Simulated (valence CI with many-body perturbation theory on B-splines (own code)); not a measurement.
# Ru VI: electric-dipole lines

Computed by configuration interaction combined with many-body perturbation theory (CI+MBPT): three valence electrons over a frozen Dirac-Fock core [Kr], radial functions for each j: 7 s, 7 p, 8 d, 6 f, 4 g, 1 h, with the one-electron correlation potential Σ1 (screened to all orders), the two-electron term Σ2, the three-electron term Σ3, Breit, model QED; selected single and double excitations, second order for the rest (own B-spline code, finite nucleus).

No measured spectrum was set against this ion. As an estimate, terms of the open shell hold to 2 to 4 % of their energy, and close levels can change places; different configurations can be misplaced against each other by 1,000 to 8,000 cm⁻¹. The list stops below the first excitations out of the core.

Lines 301 to 350 of 562 in falling wavelength, among levels below 274060 cm⁻¹, chosen from the strongest by gf and those to the six lowest levels. Wavelengths and rates use the calculated energies, so an error of 2000 cm⁻¹ moves a line at 477.5 Å by 0.96 % and its rate by three times that or more. Electric multipoles are in the length gauge, E1 and E2 with the static RPA response of the core. Weak lines are less certain than strong ones. Lines between different terms over intervals too small for the method are left out, as are lines whose strength nearly cancels. Where a level lies close to another of its J and parity, the split of strength between their lines is uncertain. The highest levels of a list are the least certain.

Names give the largest LS component (configuration and term), which can be under half, so a name can repeat, a term be missing and a line seem to break the LS rules; names also repeat where a configuration has a term twice. Letters in brackets count levels of one name in rising energy.

```
λ vac (Å)               Upper           Lower   A (s⁻¹)  S (a.u.) with core polarisation  S without
    477.5  4d2 5p 4D°_3/2 [a]      4d3 2P_1/2  1.20e+09                         2.58e-01   2.96e-01
    477.3  4d2 5p 2G°_7/2 [a]  4d3 2D_5/2 [a]  6.37e+08                         2.74e-01   3.11e-01
    476.7  4d2 5p 2G°_7/2 [b]  4d3 2D_5/2 [a]  3.56e+08                         1.52e-01   1.71e-01
    476.5  4d2 5p 4D°_7/2 [a]      4d3 2F_5/2  3.20e+08                         1.37e-01   1.51e-01
    475.6  4d2 5p 2D°_3/2 [b]      4d3 2F_5/2  8.03e+07                         1.71e-02   1.95e-02
    475.6  4d2 5p 4D°_3/2 [a]  4d3 2D_3/2 [a]  8.83e+08                         1.87e-01   2.11e-01
    475.4  4d2 5p 4D°_7/2 [a]      4d3 2F_7/2  4.38e+08                         1.86e-01   2.14e-01
    475.2      4d2 5p 4G°_9/2      4d3 2G_9/2  1.11e+08                         5.86e-02   6.80e-02
    474.3      4d2 5p 2S°_1/2      4d3 2P_1/2  2.16e+09                         2.27e-01   2.64e-01
    474.3      4d2 5p 4F°_5/2      4d3 4P_3/2  6.75e+08                         2.13e-01   2.44e-01
    474.1  4d2 5p 4D°_5/2 [a]  4d3 2D_3/2 [a]  6.49e+08                         2.05e-01   2.32e-01
    473.7  4d2 5p 2F°_5/2 [a]      4d3 4P_5/2  5.28e+07                         1.66e-02   1.87e-02
    473.6      4d2 5p 4S°_3/2  4d3 2D_5/2 [a]  2.07e+08                         4.33e-02   5.04e-02
    472.8      4d2 5p 4F°_7/2      4d3 4P_5/2  4.57e+08                         1.91e-01   2.17e-01
    472.6      4d2 5p 4P°_3/2      4d3 2F_5/2  2.26e+08                         4.72e-02   5.39e-02
    472.4      4d2 5p 2S°_1/2  4d3 2D_3/2 [a]  1.31e+09                         1.36e-01   1.59e-01
    472.3  4d2 5p 2G°_7/2 [a]      4d3 2H_9/2  1.03e+09                         4.29e-01   4.91e-01
    472.2  4d2 5p 2D°_5/2 [b]      4d3 2F_7/2  4.55e+08                         1.42e-01   1.61e-01
    472.2  4d2 5p 2F°_5/2 [a]      4d3 2G_7/2  5.46e+08                         1.70e-01   1.93e-01
    471.7  4d2 5p 2G°_7/2 [b]      4d3 2H_9/2  3.41e+08                         1.41e-01   1.62e-01
    471.3      4d2 5p 4F°_7/2      4d3 2G_7/2  5.06e+07                         2.09e-02   2.42e-02
    470.8  4d2 5p 4D°_7/2 [b]      4d3 2F_5/2  8.63e+07                         3.55e-02   3.87e-02
    469.7  4d2 5p 4D°_7/2 [b]      4d3 2F_7/2  7.97e+07                         3.26e-02   3.78e-02
    469.1  4d2 5p 2F°_7/2 [a]      4d3 2G_9/2  1.34e+09                         5.46e-01   6.26e-01
    468.6  4d2 5p 2F°_7/2 [a]      4d3 4P_5/2  1.20e+09                         4.89e-01   5.52e-01
    468.3  4d2 5p 2F°_5/2 [a]      4d3 4P_3/2  5.06e+08                         1.54e-01   1.76e-01
    467.7      4d2 5p 4F°_9/2      4d3 2G_9/2  6.42e+07                         3.24e-02   3.80e-02
    467.3  4d2 5p 2F°_5/2 [b]      4d3 2P_3/2  3.43e+08                         1.04e-01   1.22e-01
    467.1  4d2 5p 2D°_3/2 [a]      4d3 4P_1/2  6.09e+08                         1.23e-01   1.39e-01
    466.9  4d2 5p 2D°_3/2 [a]      4d3 4P_3/2  1.24e+09                         2.48e-01   2.81e-01
    466.5      4d2 5p 4P°_5/2      4d3 2F_5/2  9.35e+07                         2.81e-02   3.25e-02
    466.1  4d2 5p 4D°_1/2 [a]      4d3 4P_1/2  1.89e+09                         1.89e-01   2.11e-01
    466.0  4d2 5p 4D°_5/2 [a]      4d3 4P_5/2  5.82e+08                         1.75e-01   1.96e-01
    465.9  4d2 5p 2P°_3/2 [a]  4d3 2D_5/2 [a]  1.59e+09                         3.18e-01   3.69e-01
    465.9  4d2 5p 4D°_1/2 [a]      4d3 4P_3/2  2.52e+08                         2.52e-02   2.78e-02
    465.8      4d2 5p 2H°_9/2      4d3 2F_7/2  1.91e+08                         9.55e-02   1.05e-01
    465.7  4d2 5p 2G°_9/2 [a]     4d3 2H_11/2  2.13e+09                         1.06e+00   1.22e+00
    465.5  4d2 5p 2G°_9/2 [a]      4d3 2H_9/2  9.08e+08                         4.52e-01   5.14e-01
    465.4      4d2 5p 4P°_5/2      4d3 2F_7/2  2.41e+09                         7.20e-01   8.22e-01
    465.0      4d2 5p 4S°_3/2  4d3 2D_3/2 [a]  1.68e+08                         3.34e-02   3.80e-02
    464.6  4d2 5p 4D°_5/2 [a]      4d3 2G_7/2  1.40e+08                         4.15e-02   4.65e-02
    464.5  4d2 5p 2F°_5/2 [b]  4d3 2D_5/2 [a]  6.33e+08                         1.88e-01   2.11e-01
    463.2  4d2 5p 4D°_3/2 [b]  4d3 2D_5/2 [a]  4.98e+08                         9.77e-02   1.12e-01
    462.5  4d2 5p 4D°_3/2 [a]      4d3 4P_1/2  5.48e+07                         1.07e-02   1.11e-02
    462.2  4d2 5p 4D°_3/2 [a]      4d3 4P_3/2  3.30e+08                         6.44e-02   7.14e-02
    461.4  4d2 5p 2D°_3/2 [c]      4d3 2F_5/2  8.87e+09                         1.72e+00   1.96e+00
    461.2      4d2 5p 4G°_5/2      4d3 4F_7/2  3.42e+07                         9.94e-03   1.15e-02
    461.2  4d2 5p 2G°_7/2 [a]      4d3 2G_9/2  1.30e+08                         5.05e-02   5.83e-02
    461.1  4d2 5p 2G°_7/2 [c]  4d3 2D_5/2 [a]  8.80e+07                         3.41e-02   4.13e-02
    461.0  4d2 5p 4D°_5/2 [b]      4d3 2P_3/2  1.17e+08                         3.38e-02   3.74e-02
```
